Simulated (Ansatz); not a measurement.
Two isomers of CH9NOSi2: A = `C[SiH](N)O[SiH3]`, B = `CO[SiH](N)[SiH3]`.

Calculated with Ansatz (gas phase, PBE0-D4/def2-TZVP geometries, no zero-point term in ΔE). CBS: MP2 limit from def2 TZ/QZ plus the TZ coupled-cluster correction, frozen cores. Functionals use def2-TZVPP. B3LYP here is the variant with VWN-RPA as its local correlation; programs differ in this. Each species was taken in one conformer, which may not be the lowest.

(1) Which isomer does CCSD(T)/CBS put lower? Give the gap. (Estimate.)

(2) Give E(B) − E(A) in kJ/mol with B2PLYP, MP2/def2-TZVPP, B3LYP, HF/def2-TZVPP, PBE-D4, ωB97M-V, B3LYP-D4. (An estimate is asked.)

Largest T1 diagnostic: 0.012.

Results:

(1) Ansatz gave: A, by 218.2 kJ/mol.

(2) The calculation gave: B2PLYP 217.8, MP2/def2-TZVPP 228.8, B3LYP 209.8, HF/def2-TZVPP 232.6, PBE-D4 186.0, ωB97M-V 218.2, B3LYP-D4 209.1. None reverses the order clearly.

From PBE to PBE0 (25 % exact exchange), in def2-TZVPP and without D4, E(B) − E(A) moves by +12.2 kJ/mol. In def2-TZVPP, CCSD(T) changes the Hartree–Fock value by −17.6 kJ/mol (the triples alone add −3.5 kJ/mol) and MP2 by −3.9 kJ/mol.
